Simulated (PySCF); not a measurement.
C$_{4}$H$_{10}$In (SMILES C[CH2][In][CH2]C), doublet, geometry from GFN2-xTB (such geometries of metal compounds can be far from the true shape) (the spin is typed, not shown lowest) (all electrons, no relativity); REVPBE/STO-3G run with PySCF.

Here is a job for PySCF.
```python
from pyscf import gto, scf, dft

mol = gto.M(
    atom='''
In    0.522551    0.110913    0.095464
C    -0.958385   -0.716958    1.863040
C    -0.709621   -2.195335    2.093010
H    -1.969477   -0.540101    1.486254
H    -0.816787   -0.144730    2.782284
H     0.302342   -2.366520    2.465317
H    -0.832388   -2.759243    1.165159
H    -1.407709   -2.610205    2.827333
C    -0.327568    0.446933   -2.177772
C    -0.867972    1.858043   -2.306650
H    -1.123847   -0.293176   -2.294764
H     0.450503    0.252025   -2.918620
H    -0.069475    2.593390   -2.188853
H    -1.627516    2.054323   -1.545943
H    -1.329360    2.023417   -3.285696
''',
    basis='sto-3g',
    charge=0,
    spin=1,
    verbose=4,
)

mf = dft.UKS(mol)
mf.xc = 'revpbe'
mf.kernel()
```

**Question.** What does PySCF print? Leave out banner, timings and long lists.

**Answer.** 
```
PySCF version 2.14.0

[INPUT] verbose = 4
[INPUT] num. atoms = 15
[INPUT] num. electrons = 83
[INPUT] charge = 0
[INPUT] spin (= nelec alpha-beta = 2S) = 1
[INPUT] symmetry False subgroup None
[INPUT] Mole.unit = angstrom
[INPUT] Symbol           X                Y                Z      unit          X                Y                Z       unit  Magmom
[INPUT]  1 In     0.522551000000   0.110913000000   0.095464000000 AA    0.987478276118   0.209595193654   0.180400814755 Bohr   0.0
[INPUT]  2 C     -0.958385000000  -0.716958000000   1.863040000000 AA   -1.811085171891  -1.354854262816   3.520635359110 Bohr   0.0
[INPUT]  3 C     -0.709621000000  -2.195335000000   2.093010000000 AA   -1.340989342240  -4.148581901672   3.955215675976 Bohr   0.0
[INPUT]  4 H     -1.969477000000  -0.540101000000   1.486254000000 AA   -3.721772138630  -1.020642969604   2.808613011539 Bohr   0.0
[INPUT]  5 H     -0.816787000000  -0.144730000000   2.782284000000 AA   -1.543503732105  -0.273500062008   5.257754760759 Bohr   0.0
[INPUT]  6 H      0.302342000000  -2.366520000000   2.465317000000 AA    0.571343575953  -4.472074668306   4.658773940234 Bohr   0.0
[INPUT]  7 H     -0.832388000000  -2.759243000000   1.165159000000 AA   -1.572985349374  -5.214213581123   2.201831401572 Bohr   0.0
[INPUT]  8 H     -1.407709000000  -2.610205000000   2.827333000000 AA   -2.660184473085  -4.932572578970   5.342885032945 Bohr   0.0
[INPUT]  9 C     -0.327568000000   0.446933000000  -2.177772000000 AA   -0.619013807172   0.844580966030  -4.115392641746 Bohr   0.0
[INPUT] 10 C     -0.867972000000   1.858043000000  -2.306650000000 AA   -1.640229363791   3.511192397665  -4.358936765228 Bohr   0.0
[INPUT] 11 H     -1.123847000000  -0.293176000000  -2.294764000000 AA   -2.123763035914  -0.554022346295  -4.336475480511 Bohr   0.0
[INPUT] 12 H      0.450503000000   0.252025000000  -2.918620000000 AA    0.851327288295   0.476258226544  -5.515392461678 Bohr   0.0
[INPUT] 13 H     -0.069475000000   2.593390000000  -2.188853000000 AA   -0.131288722504   4.900796834186  -4.136332696933 Bohr   0.0
[INPUT] 14 H     -1.627516000000   2.054323000000  -1.545943000000 AA   -3.075559503348   3.882107841395  -2.921408874188 Bohr   0.0
[INPUT] 15 H     -1.329360000000   2.023417000000  -3.285696000000 AA   -2.512126320952   3.823703965789  -6.209065568579 Bohr   0.0

nuclear repulsion = 402.518417027777
number of shells = 33
number of NR pGTOs = 171
number of NR cGTOs = 57
basis = sto-3g
ecp = {}

******** <class 'pyscf.dft.uks.UKS'> ********
method = UKS
initial guess = minao
damping factor = 0
level_shift factor = 0
DIIS = <class 'pyscf.scf.diis.CDIIS'>
diis_start_cycle = 1
diis_space = 8
diis_damp = 0
SCF conv_tol = 1e-09
SCF conv_tol_grad = None
SCF max_cycles = 50
direct_scf = True
direct_scf_tol = 1e-13
number electrons alpha = 42  beta = 41
XC library pyscf.dft.libxc version 7.1.2
    S. Lehtola, C. Steigemann, M. J. T. Oliveira, and M. A. L. Marques,  SoftwareX 7, 1–5 (2018)
XC functionals = revpbe
    Y. Zhang and W. Yang,  Phys. Rev. Lett. 80, 890 (1998)
    J. P. Perdew, K. Burke, and M. Ernzerhof,  Phys. Rev. Lett. 77, 3865 (1996)
    J. P. Perdew, K. Burke, and M. Ernzerhof,  Phys. Rev. Lett. 78, 1396 (1997)
radial grids:
    Treutler-Ahlrichs [JCP 102, 346 (1995); DOI:10.1063/1.469408] (M4) radial grids

becke partition: Becke, JCP 88, 2547 (1988); DOI:10.1063/1.454033
pruning grids: <function nwchem_prune>
grids dens level: 3
symmetrized grids: False
atomic radii adjust function: <function treutler_atomic_radii_adjust>
small_rho_cutoff = 0
Set gradient conv threshold to 3.16228e-05
tot grids = 176432
init E= -5826.03877162729

cycle= 1 E= -5840.80859008203  delta_E= -14.8  |g|= 0.367  |ddm|= 3.19
cycle= 2 E= -5840.68379991744  delta_E= 0.125  |g|= 0.413  |ddm|= 1.91
cycle= 3 E= -5840.93264627673  delta_E= -0.249  |g|= 0.178  |ddm|= 1.62
cycle= 4 E= -5840.95508918701  delta_E= -0.0224  |g|= 0.0569  |ddm|= 0.365
cycle= 5 E= -5840.95758193394  delta_E= -0.00249  |g|= 0.0214  |ddm|= 0.178
cycle= 6 E= -5840.95804958101  delta_E= -0.000468  |g|= 0.00387  |ddm|= 0.0446
cycle= 7 E= -5840.95806357675  delta_E= -1.4e-05  |g|= 0.00115  |ddm|= 0.00871
cycle= 8 E= -5840.95806429499  delta_E= -7.18e-07  |g|= 0.000675  |ddm|= 0.00307
cycle= 9 E= -5840.9580646277  delta_E= -3.33e-07  |g|= 0.000205  |ddm|= 0.00155
cycle= 10 E= -5840.95806466278  delta_E= -3.51e-08  |g|= 2.71e-05  |ddm|= 0.000409
cycle= 11 E= -5840.9580646641  delta_E= -1.31e-09  |g|= 9.18e-06  |ddm|= 0.000118
cycle= 12 E= -5840.9580646643  delta_E= -1.96e-10  |g|= 1.2e-06  |ddm|= 3.63e-05
Extra cycle  E= -5840.95806466429  delta_E= 9.09e-12  |g|= 1.46e-06  |ddm|= 7.3e-06
converged SCF energy = -5840.95806466429  <S^2> = 0.75172822  2S+1 = 2.0017275
```
